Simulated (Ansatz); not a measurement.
Diatomic ScS, multiplicity 2 (the spin of the measured ground state). No spin–orbit coupling. Sc is treated without relativity.

```csv
level,bond energy D_e (eV)
B3LYP/def2-TZVPP,4.869
PBE0/def2-TZVPP,5.020
BHLYP/def2-TZVPP,4.106
CAM-B3LYP/def2-TZVPP,4.656
wB97X-V/def2-TZVPP,4.826
wB97M-V/def2-TZVPP,4.641
CCSD/def2-TZVPP,4.227
CCSD/def2-QZVPP,4.336
CCSD(T)/def2-TZVPP,4.689
CCSD(T)/def2-QZVPP,4.839
```

The rows run from 4.106 (BHLYP/def2-TZVPP) to 5.020 eV (PBE0/def2-TZVPP). From def2-TZVPP to def2-QZVPP CCSD(T) changes by 0.150. The 6 functionals in def2-TZVPP without D3 or D4 span 0.915, from BHLYP to PBE0.

D_e counts from the fitted minimum to each atom's lowest state at the same level, without counterpoise.

Correlated levels freeze the inner cores; with def2 sets outer-core shells near the valence are correlated too.

Doubts at one or more of the structures used: T1 above 0.05 (CCSD/def2-QZVPP, CCSD(T)/def2-QZVPP).

Programs: Ansatz (Gaussian orbitals).

Ansatz is a program for electronic structure.
